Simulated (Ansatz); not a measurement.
`[OH][Al]([Cl])[Br]` + HBr → `[Cl][Al]([Br])[Br]` + H₂O at 400 K and 1 bar (ligand exchange at the Al–O bond).

Program: Ansatz. Geometries: PBE0-D4/def2-TZVP. ΔE: electronic, gas phase. CCSD(T)/CBS is the MP2 limit (def2-TZVPP, def2-QZVPP) plus CCSD(T) − MP2 in def2-TZVPP, frozen cores. This one scheme is used for every species. For Br outer-core shells are correlated without core-valence functions, which leaves a few kJ/mol of doubt a bond. Scalar relativity is left out up to krypton. One conformer a species, not always the lowest.

```
             species  CCSD(T)/CBS energy (Eh)  H − E (kJ/mol)  S (J/(mol·K))
`[OH][Al]([Cl])[Br]`              -3351.09145            69.8          359.6
                 HBr              -2573.91920            27.6          207.2
`[Cl][Al]([Br])[Br]`              -5848.64059            35.8          368.4
                 H₂O                -76.37941            69.8          198.6
```

H − E and S are ideal-gas, rigid-rotor, harmonic terms from PBE0-D4/def2-TZVP, for one conformer and one mirror image of each species. 1 Eh = 2625.50 kJ/mol, R = 8.31446 J/(mol·K).

Question: By hand: ΔE, ΔH, ΔS and ΔG.

Answer: ΔE = (-5848.64059) + (-76.37941) − (-3351.09145) − (-2573.91920) = -0.00935 Eh = -24.5 kJ/mol. Δ(H − E) = 35.8 + 69.8 − 69.8 − 27.6 = 8.2, so ΔH = -16.3 kJ/mol. ΔS = 368.4 + 198.6 − 359.6 − 207.2 = 0.2 J/(mol·K). ΔG = -16.3 − 400 × (0.2)/1000 = -16.4 kJ/mol.

Question: By hand: the equilibrium constant, and the temperature at which ΔG would vanish if ΔH and ΔS stayed fixed.

Answer: log₁₀ K = −ΔG/(RT ln 10) = 2.1. ΔH and −TΔS have one sign here, so there is no such temperature.

The number of gas molecules stays the same, so ΔS is small and ΔH decides. A doubt of 5 kJ/mol in ΔE shifts log₁₀ K by 0.7 here. Other conformers and mirror images would add mixing entropy, several J/(mol·K) or more a flexible species. These are equilibria of isolated gas molecules and say nothing of rates. Largest T1 diagnostic: 0.009 (customary marks: 0.02 for closed shells, 0.045 for open ones).

ΔS is within the doubt of such terms, so its sign, and with it that verdict, could turn.
